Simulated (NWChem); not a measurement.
System: HTeSeBr; SMILES [SeH][Te]Br

The following NWChem deck was run.

```
start job
memory heap 200 mb stack 900 mb global 1100 mb
geometry units angstroms noautoz
  Te     0.894842    -0.011979    -0.001331
  Br    -0.656883     2.032548     0.021173
  Se    -0.679322    -1.975798     0.044446
  H     -0.875501    -2.093172    -1.430580
end
basis spherical
  * library def2-svp
end
ecp
  Te library def2-ecp
end
dft
  xc b3lyp
  grid fine
  iterations 150
  mulliken
end
task dft gradient
```

Output (shortened):

```
             Northwest Computational Chemistry Package (NWChem) 7.3.0
             --------------------------------------------------------

 C1  symmetry detected

                             Geometry "geometry" -> ""
                             -------------------------

 Output coordinates in angstroms (scale by  1.889725989 to convert to a.u.)

  No.       Tag          Charge          X              Y              Z
 ---- ---------------- ---------- -------------- -------------- --------------
    1 Te                  52.0000     0.89837450    -0.02297473     0.00545683
    2 Br                  35.0000    -0.65174137     2.02289558     0.00718729
    3 Se                  34.0000    -0.67798758    -1.98544625     0.02692823
    4 H                    1.0000    -0.85294798    -2.10148687    -1.45087013

 Effective nuclear repulsion energy (a.u.)     929.1861454132

                                 NWChem DFT Module
                                 -----------------

 Summary of "ao basis" -> "ao basis" (spherical)
 ------------------------------------------------------------------------------
       Tag                 Description            Shells   Functions and Types
 ---------------- ------------------------------  ------  ---------------------
 Te                         def2-svp                10       26   4s4p2d
 Br                         def2-svp                12       32   5s4p3d
 Se                         def2-svp                12       32   5s4p3d
 H                          def2-svp                 3        5   2s1p

            General Information
            -------------------
          SCF calculation type: DFT
          Wavefunction type:  closed shell.
          No. of atoms     :     4
          No. of electrons :    94
           Alpha electrons :    47
            Beta electrons :    47
          Charge           :     0
          Spin multiplicity:     1
          Use of symmetry is: off; symmetry adaption is: off
          Maximum number of iterations: 150
          AO basis - number of functions:    95
                     number of shells:    37
          Convergence on energy requested:  1.00D-06
          Convergence on density requested:  1.00D-05
          Convergence on gradient requested:  5.00D-04

              XC Information
              --------------
                         B3LYP Method XC Potential
                     Hartree-Fock (Exact) Exchange  0.200
                        Slater Exchange Functional  0.800 local
                    Becke 1988 Exchange Functional  0.720 non-local
              Lee-Yang-Parr Correlation Functional  0.810
                  VWN I RPA Correlation Functional  0.190 local

             Grid Information
             ----------------
          Grid used for XC integration:  fine
          Radial quadrature: Mura-Knowles
          Angular quadrature: Lebedev.
          Tag              B.-S. Rad. Rad. Pts. Rad. Cut. Ang. Pts.
          ---              ---------- --------- --------- ---------
          Te                  1.40      141          10.0       974
          Br                  1.15      140          12.0       974
          Se                  1.15      140          11.0       974
          H                   0.35       60          11.0       590
          Grid pruning is: on
          Number of quadrature shells:   481
          Spatial weights used:  Erf1

      Superposition of Atomic Density Guess
      -------------------------------------

 Sum of atomic energies:       -5283.32059118

      Non-variational initial energy
      ------------------------------

 Total energy =   -5239.347053
 1-e energy   =   -8435.714453
 2-e energy   =    2674.153477
 HOMO         =      -0.220087
 LUMO         =      -0.077401

     ---------------------------------------------
      Total Density - Mulliken Population Analysis
     ---------------------------------------------

    Atom       Charge   Shell Charges
 -----------   ------   -------------------------------------------------------
    1 Te  24    23.56   1.77  0.27  1.22  0.64  2.90  3.13  1.75  1.79  9.85  0.24
    2 Br  35    35.42   2.00  2.00  2.00  1.38  0.59  6.00  5.99  2.34  3.11  8.23  1.73  0.06
    3 Se  34    34.19   2.00  2.00  2.00  1.33  0.55  6.00  5.98  1.83  2.46  8.20  1.75  0.09
    4 H    1     0.84   0.58  0.24  0.02

   convergence    iter        energy       DeltaE   RMS-Dens  Diis-err
 ---------------- ----- ----------------- --------- --------- ---------
 d= 0,ls=0.0,diis     1  -5243.8595397841 -5.77D+03  1.42D-02  4.40D-01
 d= 0,ls=0.0,diis     2  -5243.8499617677  9.58D-03  8.93D-03  3.98D-01
 d= 0,ls=0.0,diis     3  -5243.9023068420 -5.23D-02  3.10D-03  5.74D-02
 d= 0,ls=0.0,diis     4  -5243.9117495799 -9.44D-03  6.38D-04  2.74D-03
 d= 0,ls=0.0,diis     5  -5243.9121902395 -4.41D-04  1.80D-04  1.72D-04
  Resetting Diis
 d= 0,ls=0.0,diis     6  -5243.9122123630 -2.21D-05  7.67D-05  3.29D-05
 d= 0,ls=0.0,diis     7  -5243.9122164490 -4.09D-06  4.95D-05  2.20D-06
 d= 0,ls=0.0,diis     8  -5243.9122155557  8.93D-07  3.13D-05  7.32D-06
 d= 0,ls=0.0,diis     9  -5243.9122168785 -1.32D-06  1.43D-06  2.73D-08
 d= 0,ls=0.0,diis    10  -5243.9122168813 -2.87D-09  3.67D-07  6.52D-10

         Total DFT energy =    -5243.912216881323
      One electron energy =    -8435.449933940674
           Coulomb energy =     2869.126729586040
    Exchange-Corr. energy =     -199.802935442291
 Nuclear repulsion energy =      522.213922915603

 Numeric. integr. density =       94.000001198783

                       DFT Final Molecular Orbital Analysis
                       ------------------------------------

 Vector   45  Occ=2.000000D+00  E=-2.884816D-01
              MO Center= -5.2D-01,  1.3D+00,  1.1D-02, r^2= 4.0D+00
   Bfn.  Coefficient  Atom+Function         Bfn.  Coefficient  Atom+Function
  ----- ------------  ---------------      ----- ------------  ---------------
    41      0.493436  2 Br px                38      0.430133  2 Br px
    35     -0.285974  2 Br px                42      0.239444  2 Br py
    39      0.208465  2 Br py                73      0.205598  3 Se px
    70      0.173627  3 Se px                11     -0.146159  1 Te px
    36     -0.138847  2 Br py                 3     -0.130429  1 Te s

 Vector   46  Occ=2.000000D+00  E=-2.694507D-01
              MO Center= -6.0D-01, -1.3D+00,  2.6D-03, r^2= 3.8D+00
   Bfn.  Coefficient  Atom+Function         Bfn.  Coefficient  Atom+Function
  ----- ------------  ---------------      ----- ------------  ---------------
    73      0.445834  3 Se px                70      0.380966  3 Se px
    74     -0.336949  3 Se py                71     -0.291347  3 Se py
    42     -0.254197  2 Br py                67     -0.240800  3 Se px
    39     -0.220632  2 Br py                68      0.183435  3 Se py
    36      0.145346  2 Br py                 3     -0.089028  1 Te s

 Vector   47  Occ=2.000000D+00  E=-2.314022D-01
              MO Center=  4.9D-01,  3.1D-01, -1.6D-02, r^2= 3.7D+00
   Bfn.  Coefficient  Atom+Function         Bfn.  Coefficient  Atom+Function
  ----- ------------  ---------------      ----- ------------  ---------------
    13      0.551257  1 Te pz                16      0.490422  1 Te pz
    43     -0.337983  2 Br pz                40     -0.273788  2 Br pz
    10     -0.211636  1 Te pz                37      0.180503  2 Br pz
     7     -0.164691  1 Te pz                91      0.111055  4 H  s
    92      0.110002  4 H  s                 63     -0.094104  3 Se s

 Vector   48  Occ=0.000000D+00  E=-1.094027D-01
              MO Center=  2.6D-01,  3.0D-01,  3.7D-03, r^2= 4.8D+00
   Bfn.  Coefficient  Atom+Function         Bfn.  Coefficient  Atom+Function
  ----- ------------  ---------------      ----- ------------  ---------------
    14      0.554253  1 Te px                42     -0.461902  2 Br py
    11      0.427845  1 Te px                74      0.322902  3 Se py
     3     -0.319293  1 Te s                 15     -0.291976  1 Te py
    39     -0.273626  2 Br py                41      0.274959  2 Br px
    12     -0.247620  1 Te py                31      0.199751  2 Br s

 Vector   49  Occ=0.000000D+00  E=-8.253979D-02
              MO Center=  3.5D-01, -5.7D-01, -7.7D-03, r^2= 4.8D+00
   Bfn.  Coefficient  Atom+Function         Bfn.  Coefficient  Atom+Function
  ----- ------------  ---------------      ----- ------------  ---------------
    15      0.674727  1 Te py                74      0.465427  3 Se py
    12      0.448089  1 Te py                73      0.448938  3 Se px
    14      0.318821  1 Te px                63      0.292201  3 Se s
    62      0.239873  3 Se s                 70      0.233990  3 Se px
    41     -0.221506  2 Br px                71      0.221611  3 Se py

 Vector   50  Occ=0.000000D+00  E=-6.820728D-03
              MO Center= -7.1D-01, -2.0D+00, -7.9D-01, r^2= 3.2D+00
   Bfn.  Coefficient  Atom+Function         Bfn.  Coefficient  Atom+Function
  ----- ------------  ---------------      ----- ------------  ---------------
    92      1.251787  4 H  s                 75      0.956179  3 Se pz
    63     -0.631356  3 Se s                 91      0.320436  4 H  s
    72      0.308455  3 Se pz                62     -0.281278  3 Se s
    69     -0.202438  3 Se pz                61      0.171548  3 Se s
     3     -0.166234  1 Te s                  4      0.166528  1 Te s

[...]

                         DFT ENERGY GRADIENTS

    atom               coordinates                        gradient
                 x          y          z           x          y          z
   1 Te      1.697682  -0.043416   0.010312   -0.001779  -0.001170  -0.000041
   2 Br     -1.231613   3.822718   0.013582    0.000407  -0.000383   0.000003
   3 Se     -1.281211  -3.751949   0.050887    0.001796   0.001808   0.004159
   4 H      -1.611838  -3.971234  -2.741747   -0.000424  -0.000255  -0.004121
```

Level: B3LYP/def2-SVP with def2 effective core potentials on Te. The geometry was optimised at PBE-D3(BJ)/def2-SVP. def2 effective core potentials on Te; no spin-orbit coupling.
